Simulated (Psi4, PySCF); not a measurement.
Relaxed torsion scan: SMILES C[SiH2]Cl (CH₅ClSi). Scanned: dihedral H4–C1–Si2–Cl3; all other coordinates were relaxed at GFN2-xTB. Heavy atoms are numbered in the order of the SMILES C[SiH2]Cl, hydrogens after them in the order of the atoms that carry them; the mirror image has the same energies with the sign of each dihedral reversed.

B3LYP/def2-TZVP // GFN2-xTB (Psi4); HF/cc-pVTZ // GFN2-xTB (Psi4); RMP2/3-21G = PySCF with restricted MP2 (frozen core)/3-21G // GFN2-xTB.

Energies in kcal/mol, each method relative to its own lowest point.

```csv
φ / °,B3LYP/def2-TZVP,HF/cc-pVTZ,RMP2/3-21G
0,1.47,1.67,1.48
10,1.37,1.55,1.39
20,1.09,1.24,1.11
30,0.73,0.82,0.76
40,0.36,0.41,0.38
50,0.10,0.11,0.10
60,0.00,0.00,0.00
70,0.09,0.11,0.10
80,0.35,0.40,0.37
90,0.71,0.81,0.73
100,1.09,1.23,1.11
110,1.37,1.55,1.38
```
